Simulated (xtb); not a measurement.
C3H2N, charge -1, singlet, from a rough starting geometry; xtb with GFN2-xTB.

Input for xtb:
```
$ xtb mol.xyz --gfn 2 --chrg -1 --opt vtight --json

# file mol.xyz
6

C     -0.03458378    -1.03068983     0.04208137
C      0.73186536     0.05665629     0.01145773
C      0.14312713     1.37062128     0.01228279
H     -1.07929253    -0.94301090     0.00050464
H      0.46298515    -1.96741306    -0.01086343
N     -0.30722759     2.45646225    -0.00259322
```

It wrote (shortened):

```
   ID    Z sym.   atoms
    1    6 C      1-3
    2    1 H      4, 5
    3    7 N      6

           -------------------------------------------------
          |                Calculation Setup                |
           -------------------------------------------------

           -------------------------------------------------
          |                 G F N 2 - x T B                 |
           -------------------------------------------------

          ...................................................
          :                      SETUP                      :
          :.................................................:
          :  # basis functions                  18          :
          :  # atomic orbitals                  18          :
          :  # shells                           10          :
          :  # electrons                        20          :
          :  max. iterations                   250          :
          :  Hamiltonian                  GFN2-xTB          :
          :  restarted?                      false          :
          :  GBSA solvation                  false          :
          :  PC potential                    false          :
          :  electronic temp.          300.0000000     K    :
          :  accuracy                    1.0000000          :
          :  -> integral cutoff          0.2500000E+02      :
          :  -> integral neglect         0.1000000E-07      :
          :  -> SCF convergence          0.1000000E-05 Eh   :
          :  -> wf. convergence          0.1000000E-03 e    :
          :  Broyden damping             0.4000000          :
          :  net charge                         -1          :
          :  unpaired electrons                  0          :
          ...................................................

 iter      E             dE          RMSdq      gap      omega  full diag
   1    -10.5701205 -0.105701E+02  0.772E+00    2.83       0.0  T
   2    -10.5797782 -0.965772E-02  0.532E+00    1.83       1.0  T
   3    -10.5808667 -0.108850E-02  0.330E+00    2.54       1.0  T
   4    -10.6139064 -0.330396E-01  0.721E-01    2.19       1.0  T
   5    -10.6155602 -0.165380E-02  0.239E-01    2.13       1.0  T
   6    -10.6156059 -0.457738E-04  0.140E-01    2.14       1.0  T
   7    -10.6156444 -0.384373E-04  0.435E-02    2.15       1.0  T
   8    -10.6156458 -0.139761E-05  0.189E-02    2.14       2.2  T
   9    -10.6156475 -0.173613E-05  0.305E-03    2.15      13.4  T
  10    -10.6156475 -0.648093E-08  0.133E-03    2.15      30.6  T
  11    -10.6156475 -0.648101E-08  0.140E-04    2.15     290.9  T
  12    -10.6156475 -0.141380E-10  0.586E-05    2.15     697.1  T

   *** convergence criteria satisfied after 12 iterations ***

         :::::::::::::::::::::::::::::::::::::::::::::::::::::
         ::                     SUMMARY                     ::
         :::::::::::::::::::::::::::::::::::::::::::::::::::::
         :: total energy             -10.416144065878 Eh    ::
         :: gradient norm              0.088627804859 Eh/a0 ::
         :: HOMO-LUMO gap              2.145283211389 eV    ::
         ::.................................................::
         :: SCC energy               -10.615647685471 Eh    ::
         :: -> isotropic ES            0.144638041713 Eh    ::
         :: -> anisotropic ES          0.011644174716 Eh    ::
         :: -> anisotropic XC          0.015731113601 Eh    ::
         :: -> dispersion             -0.003219703570 Eh    ::
         :: repulsion energy           0.199503619593 Eh    ::
         :: add. restraining           0.000000000000 Eh    ::
         :: total charge              -1.000000000000 e     ::
         :::::::::::::::::::::::::::::::::::::::::::::::::::::

      -----------------------------------------------------------
     |                   =====================                   |
     |                        A N C O P T                        |
[...]
 * total energy  :   -10.4226590 Eh     change       -0.6514913E-02 Eh
 * total energy  :   -10.4165002 Eh     change        0.6158738E-02 Eh
 * total energy  :   -10.4266737 Eh     change       -0.1017342E-01 Eh
 * total energy  :   -10.4276609 Eh     change       -0.9872720E-03 Eh
 * total energy  :   -10.4283725 Eh     change       -0.7115297E-03 Eh
 * total energy  :   -10.4288121 Eh     change       -0.4396836E-03 Eh
 * total energy  :   -10.4291043 Eh     change       -0.2921236E-03 Eh
 * total energy  :   -10.4291861 Eh     change       -0.8183673E-04 Eh
 * total energy  :   -10.4292022 Eh     change       -0.1611247E-04 Eh
 * total energy  :   -10.4292058 Eh     change       -0.3552530E-05 Eh
 * total energy  :   -10.4292062 Eh     change       -0.4597740E-06 Eh
 * total energy  :   -10.4292063 Eh     change       -0.7476945E-07 Eh
   *** GEOMETRY OPTIMIZATION CONVERGED AFTER 13 ITERATIONS ***
         :: total energy             -10.429206309329 Eh    ::
[...]
           -------------------------------------------------

    * Orbital Energies and Occupations

         #    Occupation            Energy/Eh            Energy/eV
      -------------------------------------------------------------
         1        2.0000           -0.3764376             -10.2434
         2        2.0000           -0.3705847             -10.0841
         3        2.0000           -0.3287155              -8.9448
         4        2.0000           -0.2763417              -7.5196
         5        2.0000           -0.2550148              -6.9393
         6        2.0000           -0.2216138              -6.0304
         7        2.0000           -0.2093645              -5.6971
         8        2.0000           -0.1641371              -4.4664
         9        2.0000           -0.1594818              -4.3397
        10        2.0000           -0.0899110              -2.4466 (HOMO)
        11                         -0.0134381              -0.3657 (LUMO)
        12                          0.0844852               2.2990
        13                          0.1469880               3.9997
        14                          0.3342894               9.0965
        15                          0.4033396              10.9754
        16                          0.5635670              15.3354
        17                          0.8972932              24.4166
        18                          1.3413484              36.4999
      -------------------------------------------------------------
                  HL-Gap            0.0764729 Eh            2.0809 eV
             Fermi-level           -0.0516746 Eh           -1.4061 eV

     #   Z          covCN         q      C6AA      α(0)
     1   6 C        2.836    -0.081    30.020     8.979
     2   6 C        1.962    -0.255    38.723    10.049
     3   6 C        1.901     0.054    29.737     8.807
     4   1 H        0.921    -0.110     5.934     3.810
     5   1 H        0.924    -0.089     5.188     3.562
     6   7 N        0.911    -0.519    33.881     8.418

 Mol. C6AA /au·bohr⁶  :        765.016573
 Mol. C8AA /au·bohr⁸  :      18453.716280
 Mol. α(0) /au        :         43.624956

Wiberg/Mayer (AO) data.
largest (>0.10) Wiberg bond orders for each atom

 ---------------------------------------------------------------------------
     #   Z sym  total        # sym  WBO       # sym  WBO       # sym  WBO
 ---------------------------------------------------------------------------
     1   6 C    3.944 --     2 C    1.866     5 H    0.968     4 H    0.941
                             6 N    0.148
     2   6 C    3.521 --     1 C    1.866     3 C    1.410     6 N    0.221
     3   6 C    3.927 --     6 N    2.469     2 C    1.410
     4   1 H    0.988 --     1 C    0.941
     5   1 H    0.992 --     1 C    0.968
     6   7 N    2.855 --     3 C    2.469     2 C    0.221     1 C    0.148
 ---------------------------------------------------------------------------

Topologies differ in total number of bonds
Writing topology from bond orders to xtbtopo.mol

molecular dipole:
                 x           y           z       tot (Debye)
 q only:       -0.038      -1.720      -0.007
   full:       -0.358      -2.277      -0.007       5.858
molecular quadrupole (traceless):
                xx          xy          yy          xz          yz          zz
 q only:        6.134       0.166     -13.619      -0.012       0.076       7.484
  q+dip:        6.448       0.557     -13.713      -0.018       0.064       7.265
   full:        6.565       0.696     -15.742      -0.033       0.087       9.177

optimized geometry written to: xtbopt.xyz

           -------------------------------------------------
          | TOTAL ENERGY              -10.429206309329 Eh   |
          | GRADIENT NORM               0.000123505242 Eh/α |
          | HOMO-LUMO GAP               2.080934046929 eV   |
           -------------------------------------------------

normal termination of xtb
```
